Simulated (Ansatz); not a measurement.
## Loss of H2: InH3(SH2) → InH2(SH) + H2

Gas-phase species: InH3(SH2), singlet; InH2(SH), singlet; H2 (hydrogen), singlet. This is a balance of energies; it says nothing on the path, which may need atoms to shift.

Shapes, held fixed at every level: PBE0-D4/def2-TZVP. Programs: Ansatz 0.2.0. The zero-point and thermal change to 298 K, harmonic and unscaled (PBE0-D4/def2-TZVP), is -6.9 kJ/mol.

```csv
level,kind,ΔH(298 K) (kJ/mol),less CCSD(T)/def2-TZVPP
HF/def2-SVP,Hartree–Fock,-41.4,+6.8
r2SCAN-D4/def2-TZVPP,meta-GGA,-49.8,-1.6
B3LYP-D4/def2-TZVPP,global hybrid,-50.4,-2.2
PBE0-D4/def2-TZVPP,global hybrid,-46.1,+2.1
wB97M-V/def2-TZVPP,range-separated hybrid,-44.8,+3.4
CCSD(T)/def2-SVP,coupled cluster or CI,-34.4,+13.8
CCSD(T)/def2-TZVPP,coupled cluster or CI,-48.2,0.0
```

The highest level, CCSD(T)/def2-TZVPP, gives ΔH(298 K) = -48.2 kJ/mol; the levels span -50.4 to -34.4. The column of differences is taken from that level and isn't an error. No measured value is set beside it here. For atoms past krypton def2 sets carry core potentials with scalar relativity. Outer-core shells of In are correlated, in sets that cover them unevenly.
